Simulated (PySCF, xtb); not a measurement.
Al(F)(OH)(SMe) (CH4AlFOS), SMILES [Al]([S]C)([OH])[F]. The values are those of a single conformer.

Harmonic wavenumbers (cm⁻¹) from GFN2-xTB (xtb 6.7.1) at its own minimum, in rising order: 36, 82, 120, 179, 209, 222, 314, 416, 459, 703, 750, 919, 937, 950, 1313, 1437, 1451, 3041, 3048, 3057, 3776.

Question: What does PBE-D3(BJ)/def2-SVP (PySCF 2.14.0) give at its own minimum? (An estimate is asked for; the answer gives what the named calculation found.)

Answer: 57, 91, 132, 210, 225, 235, 296, 471, 569, 679, 803, 916, 934, 956, 1287, 1407, 1409, 2990, 3100, 3110, 3819. Paired by order, the mean absolute difference is 32 cm⁻¹ and the zero-point energies are 33.5 and 33.9 kcal/mol.
